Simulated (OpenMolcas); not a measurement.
**Ba I: CASPT2 settings compared**

```
Program             : OpenMolcas
Basis               : ANO-RCC-VTZP [8s7p4d2f1g]
Scalar Hamiltonian  : DKH2, point nucleus
Active space        : 2 electrons in 9 orbitals (5d 6s 6p)
State averaging     : 2S+1 = 1 even, 21 roots; 2S+1 = 3 even, 18 roots kept (CI in the orbitals of an earlier block); 2S+1 = 1 odd, 15 roots; 2S+1 = 3 odd, 18 roots kept (CI in the orbitals of an earlier block)
Spin-orbit coupling : state interaction with AMFI integrals over the reference wave functions, term energies averaged over their components
```

Methods on the same reference wave functions:
A. CASSCF
B. SS-CASPT2, IPEA 0 Eh, real shift 0.2 Eh (closed shells correlated: 5s 5p)
C. SS-CASPT2, IPEA 0.1 Eh, imaginary shift 0.05 Eh (closed shells correlated: 5s 5p)
D. SS-CASPT2, IPEA 0 Eh, imaginary shift 0.05 Eh (closed shells correlated: 4d 5s 5p)
E. MS-CASPT2, IPEA 0 Eh, imaginary shift 0.05 Eh (closed shells correlated: 4d 5s 5p)

Energies in cm-1 above 6s2 1S0, the measured ground level; measured values from NIST Handbook of Basic Atomic Spectroscopic Data.

```
             Level      A      B      C      D      E  Measured
           6s2 1S0    0.0    0.0    0.0    0.0    0.0       0.0
         5d 6s 3D1  11621   9140   9290   9120   9260      9034
         5d 6s 3D2  11794   9320   9470   9310   9440      9216
         5d 6s 3D3  12136   9660   9800   9640   9780      9597
       6s 6p 3P* 0  12437  12630  12350  12320  12450     12266
       6s 6p 3P* 1  12581  12770  12500  12460  12600     12637
       6s 6p 3P* 2  12895  13090  12810  12780  12910     13515
         5d 6s 1D2  13475  11640  11720  11640  11730     11395
       6s 6p 1P* 1  17782  17490  17500  17430  17570     18060
5d 6p 3F* 2 [63 %]  22909  22150  22200  22140  22280     22065
5d 6p 1D* 2 [62 %]  23518  22900  23050  22940  23080     23074
       5d 6p 3F* 3  23593  22740  22770  22720  22860     22947
           5d2 3F2  24045  20650  20920  20740  20880          
       5d 6p 3F* 4  24210  23360  23390  23340  23480     23757
           5d2 3F3  24401  21000  21260  21080  21220          
           5d2 3F4  24806  21400  21660  21480  21620          
           5d2 3P0  25064  22820  23190  22870  22780          
           5d2 3P1  25389  23190  23560  23230  23050          
       5d 6p 3D* 1  25726  24940  25220  25040  25170     24192
       5d 6p 3D* 2  26051  25260  25540  25360  25500     24532
       5d 6p 3D* 3  26477  25680  25960  25780  25920     24980
       5d 6p 3P* 0  27244  25880  26030  25870  26010          
       5d 6p 3P* 1  27403  26040  26190  26030  26170          
       5d 6p 3P* 2  27725  26370  26510  26360  26500
```

Deviations, from unrounded energies. A percentage is the sum of absolute deviations over the sum of measured energies, with the sign that they share, or ± where signs differ.

| Against measurement | Levels | A | B | C | D | E |
| --- | --- | --- | --- | --- | --- | --- |
| mean absolute deviation (cm-1) | 15 | 1200 | 340 | 420 | 360 | 380 |
| other configurations (%) | 15 | ±6.8 | ±1.9 | ±2.4 | ±2.1 | ±2.2 |

B, D lie about equally close to measurement and A furthest from it. The largest miss of B in the table is 5d 6p 3D* 1, by +750 cm-1. The ranking rests on the paired levels alone, and a cruder setting can come out closer through cancelling errors.

Among B to E the level of the table that moves most is 5d2 3P1, by 510 cm-1 (lowest in E, highest in C). Moves below CASPT2's spread within the term are not significant.

The mean deviations of B to E differ by less than CASPT2's widest spread within a term (500 cm-1), so their order carries little weight.

The lowest spin-free term lies below A's lowest term by 0.180 hartree in B, 0.180 hartree in C, 0.243 hartree in D, 0.244 hartree in E.

CASPT2 does not keep the components of a term degenerate, so their means are used; among the terms shown or strongly mixed into the levels shown the widest spread is 500 cm-1 (5d2 3F, E). Over all roots computed the reference weight is 0.87 to 0.93 in D, 0.87 to 0.93 in E; the roots of lowest weight are the least certain, and an intruder state may touch them. Terms from blocks run as CI alone lack orbitals of their own. Configurations are named by rounded mean occupations; where the s occupation lies near a half they are strongly mixed, a name can repeat and a true partner stay unpaired. A single d shell beside an s shell can misplace configurations of different d count against each other. Some levels mix across a computed gap that differs much from the measured one, so their mixing is not that of the real levels (holds for A; B). The CASPT2 spread within a term exceeds the gap to the next term for 5d 6p 3F* and 5d 6p 1D*, so the order of their levels is uncertain, and so are names and mixing where such terms share a J (holds for C). Measured partners are found by configuration, term and J. A level has none where our copy of the source lacks it or the pairing is in doubt (some pairs that miss far off the trend of their configuration count as doubtful), and it then counts in no deviation. Only configurations of the active space appear. The table leaves out levels that lie high or whose names do not pair safely across all columns.

A share in square brackets marks a mixed level and gives the weight of the term that names it, the lowest over the columns. * marks odd parity.
